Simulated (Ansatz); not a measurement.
## Which method gave which barrier?

Saddle point of GeSiPH9, closed shell (GeSiH₆ ([SiH3][GeH3]) + PH₃ → GePH₅ ([PH2][GeH3]) + SiH₄; bonds formed: Ge1–P7, Si2–H6; bonds broken: Ge1–Si2, H6–P7), PBE0-D4/def2-TZVP structure:

```
atom    x (Å)    y (Å)    z (Å)
 Ge1  -1.4762   0.3432   0.4226
 Si2   0.7206  -1.1202   0.5508
  H3  -2.4338  -0.0111  -0.7245
  H4  -1.3670   1.8672   0.6261
  H5  -2.0579  -0.2568   1.7309
  H6   1.4294  -0.3898  -0.6739
  P7   0.4535   1.0276  -1.4775
  H8   1.0746  -2.2552   1.4746
  H9  -0.1886  -1.7952  -0.4220
 H10   1.0357   0.0694   1.3932
 H11   1.5877   0.6343  -2.2494
 H12   1.2221   1.8869  -0.6509
```

Ansatz 0.2.0; basis: def2-TZVPP, with def2-QZVPP for the basis limit; cores frozen in the correlated methods. Filled d shells of the heavier atoms are correlated. The def2 sets are not built for correlating such inner shells, so the correlated values are less sure here. Extrapolation: Hartree–Fock as exp(−7.88 √X), correlation as X^−2.97. Four methods, as single points on the PBE0-D4 structures, gave these electronic barriers from the start structure: 269.5, 304.6, 360.5, 452.3 kJ/mol.

Question: The methods were, in alphabetical order, BHLYP-D4, HF, PBE-D4, PBE0-D4. Which gave which? (A judgement: the text doesn't fix the answer.)

Answer: Computed: PBE-D4 269.5; PBE0-D4 304.6; BHLYP-D4 360.5; HF 452.3 kJ/mol. For comparison, CCSD(T) at an estimated basis limit (MP2 extrapolated from triple and quadruple zeta, plus CCSD(T) − MP2 in triple zeta) gives 331.6 kJ/mol.

T1 diagnostic: at most 0.016. The restricted Hartree–Fock reference is unstable towards an unrestricted one at one or more of these structures. The start structure is not quite a true minimum (one mode of 32i cm⁻¹).

Labels in which every atom is bracketed show which atoms are joined, not bond orders.

For scale, one of the runs: CCSD(T)/def2-TZVPP, 258 basis functions, launched by `ansatz run in.yaml --threads 8 --pin off --events-out ev --progress --plain --max-ram 19148MiB`. Hardware: 8 CPU threads of an Intel Xeon 6975P-C, shared host. Wall time 21 s; peak host memory 5.9 GiB.
